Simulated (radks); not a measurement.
La20+, configuration [Kr] 4d1.

All-electron calculation, Dirac Kohn-Sham, relativistic LDA (MacDonald-Vosko exchange, VWN5 correlation), spin-unpolarised, spherical densities, finite nucleus; open shells fill j = l - 1/2 first; Fermi nuclear charge, rms radius 4.855 fm. Program: a radial shooting solver on a logarithmic mesh with Libxc functionals.

Energy parts (eV):
total: -226220.69
kinetic: 241659.35
electron-nucleus: -530556.69
Hartree: 67166.92
exchange-correlation: -4490.26

Orbitals (lengths in bohr, moments of r in powers of bohr):
\begin{tabular}{lrrr}
orbital & occ. & eigenvalue (eV) & <r> \\ \hline
1s1/2 & 2 & -39016.10 & 0.02517 \\
2s1/2 & 2 & -6667.448 & 0.1073 \\
2p1/2 & 2 & -6327.609 & 0.09007 \\
2p3/2 & 4 & -5918.306 & 0.09613 \\
3s1/2 & 2 & -1822.306 & 0.2838 \\
3p1/2 & 2 & -1678.429 & 0.2730 \\
3p3/2 & 4 & -1597.143 & 0.2847 \\
3d3/2 & 4 & -1345.125 & 0.2546 \\
3d5/2 & 6 & -1327.454 & 0.2583 \\
4s1/2 & 2 & -721.8219 & 0.6110 \\
4p1/2 & 2 & -665.7150 & 0.6184 \\
4p3/2 & 4 & -644.3650 & 0.6378 \\
4d3/2 & 1 & -550.4580 & 0.6488 \\
4d5/2 & 0 & -546.1399 & 0.6545 \\
\end{tabular}

The highest occupied level is 4d3/2 at -550.46 eV. For comparison, the ionisation energy in NIST's Atomic Spectra Database is 566 eV (theoretical). In exact Kohn-Sham theory the highest level is minus the ionisation energy, but local and semilocal functionals leave it too shallow, through self-interaction and a potential that decays too fast; potentials with the right tail come closer. The density falls to 0.001 e/bohr^3 at r = 1.55 bohr. The electron density at the nucleus is 3.476e+05 e/bohr^3. Summed over all electrons, <r^2> = 5.625 bohr^2, which gives a Langevin (diamagnetic) susceptibility term of -4.45 x 10^-6 cm^3/mol.

Beside tabulated values, note that spin-unpolarised runs miss the spin-polarisation part of the exchange energy of open shells.
